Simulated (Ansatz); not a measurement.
Geometry optimisation, RHF/def2-SVP (Ansatz 0.2.0).

Input file:

```yaml
crystal:
  periodic: [false, false, false]
  atoms:
    - { symbol: Al, position_ang: [0.0, 0.0, 0.0] }
    - { symbol: F, position_ang: [0.0, 0.0, 2.04] }
    - { symbol: C, position_ang: [1.706, 0.0, -0.985] }
    - { symbol: H, position_ang: [2.0356, -1.0462, -1.1552] }
    - { symbol: H, position_ang: [1.5695, 0.508, -1.9624] }
    - { symbol: C, position_ang: [2.7598, 0.7369, -0.1745] }
    - { symbol: H, position_ang: [3.6837, 0.1238, -0.1234] }
    - { symbol: H, position_ang: [2.9879, 1.7088, -0.6598] }
    - { symbol: H, position_ang: [2.3786, 0.9171, 0.8522] }
    - { symbol: Cl, position_ang: [-1.9312, 0.0, -1.115] }
    - { symbol: Br, position_ang: [-0.3471, -2.5482, 0.8545] }
    - { symbol: H, position_ang: [-0.1605, -1.1783, 1.9844] }
basis:
  gaussian: { orbitals: def2-SVP }
hamiltonian:
  xc: hf
relax:
  f_tol: 0.15
  max_steps: 25
  restrain:
    - { distance: [0, 10], at: 2.41, k: 30.0 }
    - { distance: [11, 1], at: 0.92, k: 30.0 }
    - { distance: [0, 1], at: 2.89, k: 30.0 }
    - { distance: [11, 10], at: 2.75, k: 30.0 }
```

Command:

```bash
$ ansatz run input.yaml --threads 4 --pin off --max-ram 5120MiB --backend cpu --events-out ev --progress --plain --runs-dir out
```

Where does it end, and by what steps?

The forces met the threshold. The restraints hold the end off the free minimum; the threshold counts their pulls, which the force column leaves out. Restrained pairs: Al1–Br11 (2.71 → 2.38 Å), F2–H12 (1.19 → 0.91 Å), Al1–F2 (2.04 → 2.88 Å), Br11–H12 (1.79 → 2.75 Å). After 11 steps the energy has fallen by 1.651 eV (the restraints' own energy left out); H8 moved furthest, 0.99 Å.

```csv
step,energy less start (eV),largest force component (eV/Å),accepted
0,0.0000,2.294,yes
1,-0.3421,3.123,yes
2,-0.7766,2.984,yes
3,-1.1678,1.818,yes
4,-1.3618,2.430,yes
5,-1.4787,1.123,yes
6,-1.5065,1.153,yes
7,-1.5711,0.772,yes
8,-1.6183,0.761,yes
9,-1.6456,0.757,yes
10,-1.6296,0.805,no
11,-1.6512,0.763,yes
```

```xyz
12
Properties=species:S:1:pos:R:3
Al -0.042 -0.587 -0.534
F 0.114 0.176 2.240
C 1.785 -0.178 -1.092
H 2.282 -1.143 -1.246
H 1.739 0.298 -2.077
C 2.623 0.687 -0.135
H 3.651 0.787 -0.497
H 2.211 1.696 -0.040
H 2.669 0.259 0.870
Cl -1.751 0.498 -1.091
Br -0.463 -2.619 0.630
H -0.137 -0.652 2.528
```

The run took 16 s on 4 threads of Intel(R) Xeon(R) 6975P-C (Granite Rapids), with other jobs on the host, peak memory 0.41 GiB.
